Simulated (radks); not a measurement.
Valence configurations of the copper ion Cu3+ (all share [Ar]). Method: non-relativistic Kohn-Sham, PBE, spin-polarised, spherical densities, point nucleus; open shells are filled with parallel spins first; computed with a radial shooting solver on a logarithmic mesh with Libxc functionals. Energies are relative to 3d8; eigenvalues in eV for spin up.

valence          E (eV)  moment (Bohr magnetons)    e(3d)    e(4p)    e(4s)
3d8               0.000                        2  -50.283        -        -
3d7 4p1          24.154                        4  -60.493  -29.749        -
3d7 4s1          15.432                        4  -59.286        -  -37.818
3d6 4p2          53.672                        6  -71.237  -32.943        -
3d6 4s1 4p1      44.335                        6  -70.105  -32.373  -41.697
3d4 4s2 4p2      123.40                        6  -91.530  -37.117  -47.470
3d7.5 4p0.5      11.441                        3  -55.316  -28.037        -
3d5.5 4s1 4p1.5  60.981                        7  -75.700  -33.893  -43.517
3d6 4s2          37.503                        4  -68.922        -  -40.112
3d5.5 4s0.5 4p2  65.797                        7  -76.250  -34.164  -43.803

NIST lists [Ar] 3d8 as the ground configuration; this level of theory agrees among the configurations tried. The energies are those of spherical high-spin densities, not of single terms.
